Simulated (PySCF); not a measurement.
Worked example: entropy of an ideal gas

CHI2, SMILES I[CH]I (connectivity only; charge and spin as stated), charge +1, multiplicity 1.

Geometry optimised at PBE-D3(BJ)/def2-SVP. The spin state was assumed, not searched. The isomer is the one that the SMILES or the coordinates give; other isomers of the formula were not compared. The def2 effective core potentials stand for the cores of I; spin–orbit coupling is left out.

PySCF 2.14.0 with PBE-D3(BJ)/def2-SVP gives the harmonic wavenumbers 147, 534, 690, 791, 1146, 3100 cm⁻¹ and the rotational temperatures 1.9222, 0.0293, 0.0288 K. The molar mass is 266.83 g/mol, the symmetry number 2, the spin multiplicity 1.

Work out the entropy at 298.15 K and 1 atm in the rigid-rotor, harmonic-oscillator model.


Translation (Sackur–Tetrode at 1 atm): S = R[1.5 ln M + 2.5 ln T − 1.16487] = 178.4 J/(mol K).
Rotation: q = (√π/σ) T^1.5/√(θA θB θC) = 113000, S = R[ln q + 3/2] = 109.2 J/(mol K).
Vibration: with u = 1.4388 ν/T, each mode gives R[u/(e^u − 1) − ln(1 − e^−u)]:
```
ν (cm⁻¹)  modes     u  S (J/(mol K))
--------  -----  ----  -------------
147           1  0.71          11.34
534           1  2.58           2.42
690           1  3.33           1.33
791           1  3.82           0.90
1146          1  5.53           0.22
```
The stiffer modes add less than 0.005 each. Sum 16.2 J/(mol K).
Spin: R ln 1 = 0.0 J/(mol K).
Total 303.9 J/(mol K); the program's own thermochemistry gives 303.9. Translation makes up 59 % and vibration 5 %. Anharmonicity, hindered rotation and orbital degeneracy are left out.
